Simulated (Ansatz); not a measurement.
C$_{2}$H$_{6}$Mg, charge +1, doublet, geometry from GFN2-xTB (such geometries of metal compounds can be far from the true shape) (a state made from the parent by changing its charge; the spin is typed, not shown lowest); Ansatz (a quantum-chemistry and plane-wave program) with CASSCF(5,6)/STO-3G.

Input for Ansatz:
Ansatz 0.2 input:
```yaml
crystal:
  periodic: [false, false, false]
  atoms:
    - {symbol: Mg, position_ang: [0.00173273, -0.01599752, -0.00081195]}
    - {symbol: C, position_ang: [1.67537566, 0.26091808, -1.37881937]}
    - {symbol: H, position_ang: [2.35491386, -0.57211563, -1.19950044]}
    - {symbol: H, position_ang: [2.11523884, 1.22510622, -1.12442931]}
    - {symbol: H, position_ang: [1.24561982, 0.24538497, -2.38030179]}
    - {symbol: C, position_ang: [-1.67739868, -0.24224052, 1.37976734]}
    - {symbol: H, position_ang: [-2.16525080, -1.17895584, 1.11062551]}
    - {symbol: H, position_ang: [-2.31576548, 0.62626361, 1.21839485]}
    - {symbol: H, position_ang: [-1.24341096, -0.26577837, 2.37926673]}
basis:
  gaussian:
    orbitals: STO-3G
hamiltonian:
  xc: hf
total_charge: 1
correlation: {active_space: {window: {electrons: 5, orbitals: 6}}}
magnetization: {spin_polarized: false, initial_magnetization: 1}
```

It wrote (shortened):

```
Functional definition: HF
296 factors; integrals over basis functions are off by at most 2.2e-4 eV
mean field evaluation 1: about -7487.6466 eV, gradient 1.3e1 eV
mean field evaluation 2: about -7487.7513 eV, gradient 1.3e1 eV
mean field evaluation 4: about -7488.3826 eV, gradient 9.3e-1 eV
mean field evaluation 8: about -7488.3849 eV, gradient 1.4e-3 eV
mean field evaluation 16: about -7488.3849 eV, gradient 1.4e-6 eV
mean field evaluation 32: about -7488.3804 eV, gradient 7.1e-1 eV
mean field -7488.71775189 eV, -275.2053013468 hartree, gradient 3.0e-6 eV, S^2 0.750000; 3 other end points of the search recorded, 0 dependent functions left out
reference -7488.71775189 eV, -275.2053013468 hartree; 15, 14 occupied and 10, 11 virtual orbitals, 296 factors
state -7490.32577525 eV, -275.2643951153 hartree
2 active orbitals were swapped for others, from the solution at -7490.32576268 eV, -275.2643946535 hartree to that at -7490.32577525 eV, -275.2643951153 hartree; typed "places" are swapped only where nearly empty or full, and so, without "given_window_search", are "orbital_numbers", "shells" and a window whose orbitals a file names under [Active]
Total energy: -7490.32577525 eV, -275.2643951153 hartree
```
